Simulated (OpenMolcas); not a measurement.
Lines of N: computed and rescaled rates

```
Program             : OpenMolcas 26.06
Method              : SS-CASPT2, IPEA 0.25 Eh, imaginary shift 0.1 Eh (closed shells correlated: 1s)
Basis               : ANO-RCC-VQZP [5s4p3d2f1g]
Scalar Hamiltonian  : DKH2, point nucleus
Active space        : 5 electrons in 8 orbitals (2s 2p 3s 3p)
State averaging     : 2S+1 = 4 odd, 1 root; 2S+1 = 2 odd, 8 roots; 2S+1 = 4 even, 3 roots; 2S+1 = 2 even, 5 roots kept (CI in the orbitals of an earlier block, 0 in the spin-orbit step)
Spin-orbit coupling : RASSI with atomic mean-field integrals over the reference wave functions, term energies averaged over their components
```

Rates come from the transition moments of the reference wave functions (E1 and E2 in the length form). At fixed line strength A goes as λ^-3 for E1 and M1 and as λ^-5 for E2, so a rate at the computed wavelength can be rescaled to the measured one. Measured vacuum wavelengths follow from level energies in NIST Handbook of Basic Atomic Spectroscopic Data. Branching counts decays inside the model space alone, at computed energies, and the table is only a selection of the E2 and M1 lines, drawn from those between levels with measured partners whose computed energy lies within a factor of 1.5 of the measured one.

```csv
Upper,Lower,Type,λ computed (nm),λ measured (nm),A computed (s-1),A rescaled (s-1),Branching %
2s2 2p3 2P* 1/2,2s2 2p3 2D* 5/2,E2,1075,1040,3.09e-02,3.65e-02,38.1
2s2 2p3 2P* 3/2,2s2 2p3 2D* 5/2,E2,1075,1040,5.41e-02,6.38e-02,62.6
2s2 2p3 2P* 3/2,2s2 2p3 2D* 5/2,M1,1075,1040,9.71e-04,,1.1
2s2 2p3 2P* 1/2,2s2 2p3 2D* 3/2,E2,1074,1041,4.65e-02,5.44e-02,57.4
2s2 2p3 2P* 1/2,2s2 2p3 2D* 3/2,M1,1074,1041,1.08e-03,,1.3
2s2 2p3 2P* 3/2,2s2 2p3 2D* 3/2,E2,1074,1041,2.32e-02,2.71e-02,26.8
2s2 2p3 2P* 3/2,2s2 2p3 2D* 3/2,M1,1074,1041,1.73e-03,,2.0
2s2 2p3 2P* 1/2,2s2 2p3 4S* 3/2,M1,344.9,346.8,2.56e-03,,3.2
2s2 2p3 2P* 3/2,2s2 2p3 4S* 3/2,M1,344.8,346.7,6.39e-03,,7.4
```

Spin-changing lines and M1 lines between different terms are not rescaled, since their strength hangs on the term gaps too.

The largest correction is for 2s2 2p3 2P* 1/2 → 2s2 2p3 2D* 5/2 (E2): 3.09e-02 × (1075 / 1040)^5 = 3.65e-02 s-1, a factor of 1.18.

The computed rate and branching of 2s2 2p3 2P* 3/2 → 2s2 2p3 2D* 5/2 give the upper level a radiative lifetime of 0.626 / 5.41e-02 s-1 = 1.16e+01 s, counting decays inside the model space alone.

The computed order of these levels differs from the measured one in 1 place, and where term gaps are wrong the rates of spin-changing lines can be off by large factors.

No measured rate stands beside these. Rescaling mends the energy factor alone: line strengths can still be far off where a level mixes with configurations outside the active space, and weak or spin-changing lines hang on small mixing coefficients that depend on the term gaps too, so rescaling need not improve them.

CASPT2 does not keep the components of a term degenerate, so their means are used; among the terms shown or strongly mixed into the levels shown the widest spread is 55 cm-1 (2s2 2p3 2D*). Active for correlation alone: 3p 3s; no level in the range computed is led by a configuration that fills them, so any true level of that kind is missing. Computed and measured levels are paired by configuration, term and J; levels that our copy of the source lacks, or whose pairing is in doubt (as where it misses far off the trend of its configuration), stay unpaired. Levels of configurations outside the active space are missing.

* marks odd parity.
